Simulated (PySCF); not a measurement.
**Ionisation energy along the 14-electron series**

Calculated with PySCF 2.14 and a two-component X2C-1e Hamiltonian (Gaussian nucleus, no Breit or QED terms), each ion in its own even-tempered basis scaled to its charge; GMP2 freezes 1s2 and drops the highest virtual spinors. Values in eV. NIST values: (m) measured, (s) semi-empirical, (t) theoretical.

```
  ion  configuration  GHF (spin-free)  GMP2 (spin-free)  GHF (screened spin-orbit)  GMP2 (screened spin-orbit)           NIST
Ge¹⁸⁺   [Ne] 3s2 3p2           701.34            702.05                     701.44                      702.52  706.7 ± 1 (s)
As¹⁹⁺   [Ne] 3s2 3p2           769.40            770.07                     769.85                      771.03  774 ± 1.8 (s)
Se²⁰⁺   [Ne] 3s2 3p2           840.56            841.22                     841.50                      842.85  845.8 ± 2 (s)
```

Between Z = 32 and Z = 34 the GMP2 (screened spin-orbit) value grows as Z to the power 3.00.
